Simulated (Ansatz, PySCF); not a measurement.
System: GeHCl2, charge 0, multiplicity 2. SMILES: [Cl][GeH][Cl]
Geometry from a B3LYP-D3(BJ)/def2-TZVP (Ansatz, an electronic-structure program) optimisation:
```
Ge
H 1 1.5625
Cl 1 2.1751 2 106.85
Cl 1 2.1751 2 106.85 3 -115.46
```
Charge 0, spin multiplicity 2.

Quantity: atomisation energy, in kcal/mol. Set-up: open shells spin-unrestricted; six Cartesian d functions in 6-31G* and its kin unless marked 5d; LANL2DZ with its own core potentials from Na on; atomisation electronic, to ground-state atoms; non-relativistic; no dispersion term unless named; spin-orbit terms left out; frozen cores in correlated levels (noble-gas shells and the d and f shells of earlier blocks). First-principles rows: single points at B3LYP-D3(BJ) geometries (Ansatz).

```csv
level,program,atomisation energy (kcal/mol)
HF/6-31G*,Ansatz,156.2
SVWN5/6-31G*,Ansatz,264.1
SVWN5/6-31G* with LANL2DZ past Ar,Ansatz,249.3
PBE/3-21G,Ansatz,227.3
PBE/6-31G*,Ansatz,227.4
BLYP/6-31G*,Ansatz,215.6
BP86/def2-SVP,PySCF,232.8
B3LYP/STO-3G,Ansatz,310.2
B3LYP/LANL2DZ,Ansatz,193.4
B3LYP/6-31G*,Ansatz,216.0
B3LYP/6-31G**,Ansatz,216.9
PBE0/6-31G* with LANL2DZ past Ar,Ansatz,209.4
MP2/6-31G*,Ansatz,202.0
MP2/6-31G* with LANL2DZ past Ar,Ansatz,185.2
wB97X-V/def2-TZVPD,Ansatz,232.6
```

No value to compare with is used here. The 14 habitual levels span 156.2 (HF/6-31G*) to 310.2 kcal/mol (B3LYP/STO-3G); wB97X-V/def2-TZVPD gives 232.6.

The levels are drawn from those run, B3LYP/6-31G* more often than the rest, none by its result; runs whose electronic state is in doubt are left out.
